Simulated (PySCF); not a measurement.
Cl2Zn (SMILES [Cl][Zn][Cl]), singlet, geometry from GFN2-xTB (such geometries of metal compounds can be far from the true shape); PySCF with WB97X/def2-SVP.

The PySCF input:
```python
from pyscf import gto, scf, dft

mol = gto.M(
    atom='''
Zn    0.10825094    0.38059368    0.21210131
Cl    1.30904056   -0.00597581   -1.49586408
Cl   -1.50007163   -0.66566009    1.12156766
''',
    basis='def2-svp',
    verbose=3,
)

mf = dft.RKS(mol)
mf.xc = 'wb97x'
mf.grids.level = 4
mf.kernel()
mf.analyze()
```

Task: Write the output that PySCF gives for this input, abridged.

Result: 
```
converged SCF energy = -2699.37845904614
**** MO energy ****
MO #1   energy= -347.173868506953  occ= 2
MO #2   energy= -101.445905873787  occ= 2
MO #3   energy= -101.445858546441  occ= 2
MO #4   energy= -42.3298955109545  occ= 2
MO #5   energy= -37.3252419333336  occ= 2
MO #6   energy= -37.324556425508   occ= 2
MO #7   energy= -37.3226248942467  occ= 2
MO #8   energy= -9.51859860011124  occ= 2
MO #9   energy= -9.51856756586622  occ= 2
MO #10  energy= -7.28453056807868  occ= 2
MO #11  energy= -7.28452627594809  occ= 2
MO #12  energy= -7.27793705036257  occ= 2
MO #13  energy= -7.27793287739427  occ= 2
MO #14  energy= -7.27781101905474  occ= 2
MO #15  energy= -7.27780712375078  occ= 2
MO #16  energy= -4.99658475131521  occ= 2
MO #17  energy= -3.39302640623088  occ= 2
MO #18  energy= -3.39254107661299  occ= 2
MO #19  energy= -3.39000356077024  occ= 2
MO #20  energy= -0.919743017770305 occ= 2
MO #21  energy= -0.909795164773892 occ= 2
MO #22  energy= -0.676325380411199 occ= 2
MO #23  energy= -0.675529063950098 occ= 2
MO #24  energy= -0.674963747947944 occ= 2
MO #25  energy= -0.673962360785197 occ= 2
MO #26  energy= -0.673733812467615 occ= 2
MO #27  energy= -0.493826597668042 occ= 2
MO #28  energy= -0.441867686360705 occ= 2
MO #29  energy= -0.420562072375028 occ= 2
MO #30  energy= -0.417609893056224 occ= 2
MO #31  energy= -0.40279335648076  occ= 2
MO #32  energy= -0.399574787637834 occ= 2
MO #33  energy= -0.0266910170898749 occ= 0
MO #34  energy= 0.104867603629375  occ= 0
MO #35  energy= 0.141526478748911  occ= 0
MO #36  energy= 0.189777308273939  occ= 0
MO #37  energy= 0.294432979555969  occ= 0
MO #38  energy= 0.620452419505165  occ= 0
MO #39  energy= 0.693046968455372  occ= 0
MO #40  energy= 0.830367829015556  occ= 0
 ** Mulliken atomic charges  **
charge of    0Zn =      1.19846
charge of    1Cl =     -0.59923
charge of    2Cl =     -0.59923
Dipole moment(X, Y, Z, Debye):  0.80488,  2.82988,  1.57705
```
